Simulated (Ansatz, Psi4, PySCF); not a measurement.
ethylmethylamine (C3H9N), singlet, at a GFN2-xTB geometry. Base run: BHANDHLYP/STO-3G in PySCF.

The PySCF input:
```python
from pyscf import gto, scf, dft

mol = gto.Mole()
mol.atom = '''
    C    -1.87400516   -0.07441474    0.25926631
    C    -0.47967426   -0.52314354   -0.15357921
    N     0.48496756    0.53256834    0.09166092
    C     1.83881192    0.15577176   -0.25160561
    H    -2.12917341    0.85017624   -0.25108071
    H    -2.60684655   -0.83489174    0.00244945
    H    -1.91726736    0.10044473    1.33251953
    H    -0.21866346   -1.45961765    0.37470674
    H    -0.46266346   -0.73524512   -1.22757567
    H     0.44326878    0.80309834    1.07075897
    H     2.50814061    0.98145236   -0.01688696
    H     1.88584461   -0.03606901   -1.32424885
    H     2.19179223   -0.74660748    0.27324197
'''
mol.basis = 'sto-3g'
mol.verbose = 3
mol.build()

mf = dft.RKS(mol)
mf.xc = 'bhandhlyp'
mf.kernel()
```

The same geometry, method and basis name were run in Ansatz (a quantum-chemistry and plane-wave program) and Psi4 and PySCF, at each program's defaults and at the settings that a row names. The base is PySCF at its defaults. Differences at the defaults can come from grids, fitting, cores and function types together.

```tsv
code and settings	ΔE vs base (mEh)	basis functions	E (Eh)	SCF cycles	dipole (D)
PySCF, defaults (exact integrals, its default grid, spherical functions)	0.000	29	-172.23420	8	1.13
Psi4, defaults (density fitting with its default set, its default grid, spherical functions)	-0.918	29	-172.23512	6	1.13
Ansatz, defaults (factorised integrals, its default grid, spherical functions)	0.013	29	-172.23419	-	-
PySCF, density fitting with def2-universal-jkfit	-0.918	29	-172.23512	8	1.13
PySCF, fine grid	0.003	29	-172.23420	8	1.13
Psi4, exact integrals, spherical functions, fine grid	0.002	29	-172.23420	9	1.13
Ansatz, high accuracy	0.003	29	-172.23420	-	-
```
